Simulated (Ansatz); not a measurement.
Stepwise reaction of `[OH][SnH]([Cl])[Cl]` with water, as a gas-phase model of exchange steps in deposition or etching. ΔE in kJ/mol.

Calculated with Ansatz (gas phase, PBE0-D4/def2-TZVP geometries, no zero-point term in ΔE). CCSD(T)/CBS is the MP2 limit (def2-TZVPP, def2-QZVPP) plus CCSD(T) − MP2 in def2-TZVPP, frozen cores. This one scheme is used for every species. DFT in def2-TZVPP. B3LYP here is the variant with VWN-RPA as its local correlation; programs differ in this. Elements past krypton have def2 core potentials. For Sn outer-core shells are correlated without core-valence functions, which leaves a few kJ/mol of doubt a bond. One conformer a species, not always the lowest.

```
step                                                   reaction  PBE-D4  B3LYP-D4  ωB97M-V  CCSD(T)/CBS
   1  `[OH][SnH]([Cl])[Cl]` + H₂O → `[OH][SnH]([OH])[Cl]` + HCl    63.3      64.4     63.9         64.0
```

Problem. Give the row of step 2, `[OH][SnH]([OH])[Cl]` + H₂O → `[OH][SnH]([OH])[OH]` + HCl. (An estimate is asked.)

Solution. Ansatz gave: 
| step | reaction | PBE-D4 | B3LYP-D4 | ωB97M-V | CCSD(T)/CBS |
| --- | --- | --- | --- | --- | --- |
| 2 | `[OH][SnH]([OH])[Cl]` + H₂O → `[OH][SnH]([OH])[OH]` + HCl | 67.8 | 68.2 | 67.6 | 67.5 |

Problem. By hand: ΔE of the 2 steps together at CCSD(T)/CBS.

Solution. (64.0) + (67.5) = 131.5 kJ/mol, or 65.8 kJ/mol a step.

In ΔE the steps differ by no more than 3.5 kJ/mol. All are uphill at CCSD(T)/CBS. PBE-D4 differs from CCSD(T)/CBS by -0.7 to 0.3 kJ/mol a step. Isolated molecules leave out the surface, adducts and barriers. Largest T1 diagnostic: 0.014.
